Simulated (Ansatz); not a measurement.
Al₄⁻ (the lowest doublet isomer of a short search) was relaxed with PBE-D4 (def2-TZVPD) in Ansatz in these states: charge -1 doublet, charge -1 quartet. The geometries follow in no particular order.

A:

```xyz
4

Al    0.634    1.097    0.309
Al   -0.634   -1.097   -0.309
Al    0.500   -0.871    2.063
Al   -0.500    0.871   -2.063
```

B:

```xyz
4

Al    1.2310    0.3172    0.9786
Al   -1.2311   -0.3172   -0.9786
Al   -0.4304   -1.6376    1.0732
Al    0.4305    1.6376   -1.0732
```

Question: Judge from the bond lengths which geometry belongs to which state (an estimate).

Answer: A is the charge -1 quartet (Al1–Al3 2.639 Å, Al2–Al4 2.639 Å, Al1–Al4 2.639 Å); B is the charge -1 doublet (Al1–Al3 2.567 Å, Al2–Al4 2.567 Å, Al1–Al4 2.568 Å).

At PBE0-D4/def2-TZVPD a doublet lies 0.08 eV below the charge -1 quartet. These are the stationary points nearest to one start from a short search; other shapes may lie lower in each state.
